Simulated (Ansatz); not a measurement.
C3H4F4 (`CC(F)C(F)(F)F`). Total charge 0; spin multiplicity 1.

```xyz
11

C    -0.123    1.098   -0.705
C     0.269   -0.329   -0.432
F     1.633   -0.474   -0.538
C    -0.128   -0.795    0.962
F     0.400   -0.030    1.917
F    -1.461   -0.753    1.091
F     0.263   -2.050    1.183
H     0.357    1.768    0.009
H    -1.205    1.217   -0.634
H     0.192    1.370   -1.713
H    -0.198   -1.022   -1.140
```

What are the harmonic wavenumbers in cm⁻¹ at PBE0-D4/def2-TZVP (Ansatz, finite differences of forces, unscaled)? (Best estimate.)

Computed: 79, 214, 225, 251, 340, 413, 479, 547, 582, 676, 814, 931, 1035, 1146, 1160, 1193, 1225, 1311, 1360, 1410, 1416, 1483, 1494, 3074, 3080, 3160, 3162.

Is this a minimum?

Yes, all 27 modes are real.

Give the ideal-gas thermochemistry at 298.15 K and 1 bar (rigid rotor, harmonic oscillator; point group C1, symmetry number 1).

Zero-point energy 193.0 kJ/mol; H(298) − E = 213.3 kJ/mol; entropy 343.1 J/(mol·K), of which translation 168.1, rotation 114.4, vibration 60.5; G(298) − E = 111.0 kJ/mol. Modes under 100 cm⁻¹ are hindered rotations or soft bends, so the harmonic entropy is rough.

Rotational constants (cm⁻¹)?

0.1184, 0.07996, 0.06562.
